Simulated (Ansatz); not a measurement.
A CCSD(T) single point on B2ClH4NO, SMILES `BOB(N)Cl`.

```yaml
crystal:
  periodic: [false, false, false]
  atoms:
    - {symbol: B, position_ang: [0.274120, 1.769958, -0.615920]}
    - {symbol: O, position_ang: [0.413342, 0.638869, 0.115548]}
    - {symbol: B, position_ang: [-0.214905, -0.582360, 0.019122]}
    - {symbol: N, position_ang: [0.104462, -1.571299, 0.940174]}
    - {symbol: Cl, position_ang: [-1.412075, -0.926312, -1.244827]}
    - {symbol: H, position_ang: [-0.508724, 1.823092, -1.520118]}
    - {symbol: H, position_ang: [0.966959, 2.697204, -0.309218]}
    - {symbol: H, position_ang: [0.778284, -1.411752, 1.668996]}
    - {symbol: H, position_ang: [-0.312961, -2.483600, 0.929143]}
basis:
  gaussian: {orbitals: def2-TZVPP}
correlation: {method: ccsd_t}
output: {orbitals: {seedname: orbitals}}
```

```sh
$ ansatz run in.yaml --threads 2 --pin off --events-out ev --progress --plain --max-ram 4352MiB
```

Output of Ansatz, abridged:

```
Functional definition: HF
1343 factors; integrals over basis functions are off by at most 9.4e-4 eV
mean field evaluation 1: about -17432.4669 eV, gradient 4.4e1 eV
mean field evaluation 2: about -17432.6541 eV, gradient 4.4e1 eV
mean field evaluation 4: about -17436.5150 eV, gradient 3.8e0 eV
mean field evaluation 8: about -17436.5662 eV, gradient 2.7e-1 eV
mean field -17436.56647913 eV, -640.7819991787 hartree, gradient 2.4e-6 eV, S^2 0.000000; 0 other end points of the search recorded, 0 dependent functions left out
9 core orbitals not correlated: weight in the atoms' cores, before any rotation towards them, 1.000 or more for the frozen orbitals, at most 0.000 for the correlated occupied ones
reference -17436.56647913 eV, -640.7819991787 hartree; 14, 14 occupied and 199, 199 virtual orbitals, 1343 factors
second order -22.50257512 eV of doubles, -0.00000000 eV of singles
cycle   1  -22.94441152 eV  change   -4.4e-1 eV  update   9.7e-2
cycle   2  -23.44897379 eV  change   -5.0e-1 eV  update   2.7e-2
cycle   3  -23.56256632 eV  change   -1.1e-1 eV  update   1.5e-2
cycle   4  -23.54809437 eV  change    1.4e-2 eV  update   4.2e-3
cycle   5  -23.54727814 eV  change    8.2e-4 eV  update   2.1e-3
cycle   6  -23.54808885 eV  change   -8.1e-4 eV  update   6.5e-4
cycle   7  -23.54779726 eV  change    2.9e-4 eV  update   2.5e-4
cycle   8  -23.54774386 eV  change    5.3e-5 eV  update   7.4e-5
cycle   9  -23.54778555 eV  change   -4.2e-5 eV  update   2.9e-5
cycle  10  -23.54778145 eV  change    4.1e-6 eV  update   8.4e-6
perturbative correction -0.92736155 eV, -0.0340799085 hartree
Total energy: -17461.04162213 eV, -641.6814440944 hartree
```

Run time 120 s (2 threads of an Arm Neoverse V2 on a shared host); peak host memory 3.6 GiB.

Correlation energy per correlated electron: -0.874 eV. T1 diagnostic: 0.0122.
